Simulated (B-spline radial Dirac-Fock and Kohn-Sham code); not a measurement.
# Ni 4s: cross section and angular parameters

System: atomic nickel, configuration 1s2 2s2 2p6 3s2 3p6 3d8 4s2; threshold 7.76 eV (orbital energy of the model). These are calculated numbers from a radial B-spline solver; the model is Dirac-Hartree-Slater photoionisation with a Latter tail; cross sections with all multipoles, angular parameters from the dipole term and its interference with E2.

The run's input, task.json:

```json
{"items": [{
  "Z": 28,
  "q": 0,
  "cfg": [[1, 0, 2], [2, 0, 2], [2, 1, 6], [3, 0, 2], [3, 1, 6], [3, 2, 8], [4, 0, 2]],
  "A": 58,
  "rrms": 3.7757,
  "do": "xps",
  "hv": [52.3, 53.4, 60, 66.0, 98.8, 126.0, 127.0, 150, 173.0, 200, 216.0, 300, 403.0, 412.0, 474.0, 480.0, 800, 907.0, 1000, 1090.0, 1840.0, 3890.0, 4000, 4100.0, 4440.0, 5820.0, 7200.0, 8000.0, 12100.0, 15000],
  "edges": {"K": 8333.0, "L1": 1008.6, "L2": 870.0, "L3": 852.7, "M1": 110.8, "M2": 68.0, "M3": 66.2}
}]}
```

Run with: `python xray2_run.py task.json out`

```csv
hν (eV),σ (kb),β,γ
52.3,92.8,1.996,0.069
53.4,91.6,1.996,0.073
60,84.8,1.997,0.095
66,79.1,1.997,0.113
98.8,52.9,1.998,0.177
126,38.7,1.998,0.195
127,38.3,1.998,0.196
150,30.5,1.998,0.197
173,24.9,1.999,0.192
200,20.3,1.999,0.181
216,18.2,1.999,0.174
300,11.2,1.999,0.129
403,7.13,1.999,0.073
412,6.89,1.999,0.069
474,5.50,1.999,0.040
480,?,?,?
800,2.26,1.999,-0.047
907,1.81,1.999,-0.057
1000,1.51,1.999,-0.060
1090,1.29,1.999,-0.059
1840,0.474,1.999,0.035
3890,0.0993,1.999,0.469
4000,0.0934,1.999,0.492
4100,0.0885,1.999,0.513
4440,0.0742,1.999,0.583
5820,0.0401,1.999,0.848
7200,0.0244,1.999,1.088
8000,0.0190,1.999,1.219
12100,0.00681,1.999,1.802
15000,0.00392,1.998,2.147
```

Problem. Give the values at 480 eV.

Solution. σ = 5.39 kb, β = 1.999, γ = 0.037. For an s subshell δ is negligible.
